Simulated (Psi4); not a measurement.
OZn (SMILES [O]=[Zn]), singlet, at a GFN2-xTB geometry (such geometries of metal compounds can be far from the true shape).

Input for Psi4:
```
memory 2 GB

molecule {
0 1
  Zn   -0.00000000   -0.00000000   -0.33822725
  O     0.00000000    0.00000000    1.26835217
}

set basis aug-cc-pvdz

energy('b3lyp')
print_variables()
```

Problem. Give the number of basis functions at the level Psi4 with B3LYP/aug-cc-pVDZ.

Solution. 82

Problem. What is the computed total energy (B3LYP/aug-cc-pVDZ)?

Solution. -1854.6099 Eh

Problem. Give the dipole moment at the level B3LYP/aug-cc-pVDZ.

Solution. 5.53 D
